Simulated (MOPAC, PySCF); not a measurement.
[Mo(NH2)6], neutral singlet in the gas phase. 

Z-matrix (Å, degrees):
```
Mo
N 1 2.0024
H 2 1.0246 1 122.60
H 2 1.0259 3 110.87 1 -162.31
N 1 2.0024 2 154.19 3 -134.36
H 5 1.0247 1 122.61 2 -134.36
H 5 1.0259 6 110.86 1 -162.35
N 1 2.0025 2 87.18 3 9.31
H 8 1.0247 1 122.60 2 -78.01
H 8 1.0259 9 110.88 1 -162.43
N 1 2.0025 2 78.73 3 167.61
H 11 1.0247 1 122.61 2 167.53
H 11 1.0259 12 110.87 1 -162.42
N 1 2.0025 2 87.14 3 -77.98
H 14 1.0246 1 122.63 2 9.28
H 14 1.0259 15 110.88 1 -162.49
N 1 2.0026 2 113.27 3 85.71
H 17 1.0247 1 122.60 2 85.80
H 17 1.0259 18 110.87 1 -162.28
```
Charge 0, spin multiplicity 1.

All levels are single points at this geometry (BP86-D3(BJ)/def2-SVP); Pople sets use spherical d functions. Orbital energies aren't observables, and empty levels follow the basis.

M06-2X/6-31G* (LANL2DZ on Mo) in PySCF gives gap (eV) = 6.14.

Task: Estimate the gap (eV) from each of these levels: B3LYP-D3(BJ)/def2-TZVP in PySCF; PBE-D3(BJ)/def2-TZVP in PySCF; TPSSh-D3(BJ)/def2-TZVP in PySCF; B3LYP/6-311+G** (LANL2DZ on Mo) in PySCF; B3LYP/6-31G* (LANL2DZ on Mo) in PySCF; BP86/6-31G* (LANL2DZ on Mo) in PySCF; PBE/6-31G* (LANL2DZ on Mo) in PySCF; SVWN5/6-31G* (LANL2DZ on Mo) in PySCF; HF/6-31G* (LANL2DZ on Mo) in PySCF; AM1 in MOPAC; PM6 in MOPAC; PM7 in MOPAC.

Result: 
| level | gap (eV) |
|---|---|
| B3LYP-D3(BJ)/def2-TZVP in PySCF | 3.89 |
| PBE-D3(BJ)/def2-TZVP in PySCF | 2.46 |
| TPSSh-D3(BJ)/def2-TZVP in PySCF | 3.26 |
| B3LYP/6-311+G** (LANL2DZ on Mo) in PySCF | 3.64 |
| B3LYP/6-31G* (LANL2DZ on Mo) in PySCF | 3.74 |
| BP86/6-31G* (LANL2DZ on Mo) in PySCF | 2.36 |
| PBE/6-31G* (LANL2DZ on Mo) in PySCF | 2.36 |
| SVWN5/6-31G* (LANL2DZ on Mo) in PySCF | 2.40 |
| HF/6-31G* (LANL2DZ on Mo) in PySCF | 10.15 |
| AM1 in MOPAC | 8.79 |
| PM6 in MOPAC | 9.77 |
| PM7 in MOPAC | 9.82 |
